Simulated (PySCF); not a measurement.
Sn(H)(OH)2(NH2) (H5NO2Sn), SMILES [OH][SnH]([NH2])[OH]. The structure is a stationary point at B3LYP-D3(BJ)/def2-SVP. The structure was generated by enumeration; whether it is a known compound was not checked. The def2 effective core potentials stand for the cores of Sn; spin–orbit coupling is left out. Other conformers were not sampled.

### Question
Give the equilibrium geometry at B3LYP-D3(BJ)/def2-SVP (PySCF confirms it by a frequency run) as bond lengths and angles. (An estimate is asked for; the answer gives what the named calculation found.)

### Answer
One answer among several that fit: 
Atoms: Sn1 N2 O3 O4 H5 H6 H7 H8 H9. Bond lengths (Å): Sn1–N2 2.037, Sn1–O3 1.994, Sn1–O4 1.991, Sn1–H5 1.714, N2–H6 1.020, N2–H7 1.021, O3–H8 0.968, O4–H9 0.968. Angles (°): N2–Sn1–O3 102.3, N2–Sn1–O4 109.0, N2–Sn1–H5 118.5, O3–Sn1–O4 107.6, O3–Sn1–H5 113.7, O4–Sn1–H5 105.3, Sn1–N2–H6 114.3, Sn1–N2–H7 110.6, H6–N2–H7 108.0, Sn1–O3–H8 111.7, Sn1–O4–H9 110.4.
Charge 0, spin multiplicity 1.
